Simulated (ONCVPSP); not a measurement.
**What one change does to a pseudopotential (Rb (Z = 37), ONCV)**

ONCVPSP 4.0.1 input, shortened (lines: element, Z, core and valence counts, functional; n l f; lmax; l rc ep ncon nbas qcut; lloc lpopt rc5 dvloc0; l nproj debl; icmod fcfact rcfact), LDA (Perdew-Wang 92), scalar-relativistic:

```
  Rb 37.00    6    3  -001012      upf
    1    0    2.00
    2    0    2.00
    2    1    6.00
    3    0    2.00
    3    1    6.00
    3    2   10.00
    4    0    2.00
    4    1    6.00
    5    0    1.00
    2
    0    2.35    0.00    3    8    6.80
    1    2.65    0.00    4    8    4.90
    2    2.30    0.24    4    8    3.60
    4    1    1.95    0.00
    0    2    0.80
    1    3    0.90
    2    2    1.70
    3    5.25    1.10
```

Change: p: debl 5.3.

Cutoffs: the cutoffs (Ha) at which the residual kinetic energy of the hardest occupied pseudo-wave falls to 1 and 0.1 mHa per electron; they do not see the model core or the augmentation charge, which bear on the density cutoff. Errors are all-electron minus pseudo energies relative to the spin-unpolarised reference configuration.

How do hardness, ghosts and transferability respond?

The potential gets neither clearly harder nor softer (12 Ha and 15 Ha → 12 Ha and 15 Ha); of the 4 tests that both files solve, the error grows in 1 and shrinks in 1 by more than 15 % and 0.3 meV (median size 0.1 → 2.2 meV); the range in which the p phases agree narrows (upper end 4.5 → 0.5); neither file shows a bound ghost.

```tsv
quantity	base	changed
cutoff, loose	12 Ha	12 Ha
cutoff, tight	15 Ha	15 Ha
bound ghosts	none	none
GHOST(+) flags under 300 eV	none	none
error for 4s2 4p6 5s0, meV [ΔE 4.27 eV]	-0.1	-0.1
error for 4s2 4p6 5s0.5, meV [ΔE 1.66 eV]	0.0	0.0
error for 4s2 4p6 5s0 5p1, meV [ΔE 1.62 eV]	0.0	+4.3
error for 4s1 4p6 5s1, meV [ΔE 37.84 eV]	-35	-27
s: phases at 2.39 bohr within 0.05 rad from the reference energy up to (Ha; the scan ends near 5)	4.3	4.3
p: phases at 2.70 bohr within 0.05 rad from the reference energy up to (Ha; the scan ends near 5)	4.5	0.5
d: phases at 2.34 bohr within 0.05 rad from the reference energy up to (Ha; the scan ends near 5)	to the end of the scan	to the end of the scan
rms error of d²Exc/dni dnj with the model core, mHa	1.65	1.65
```
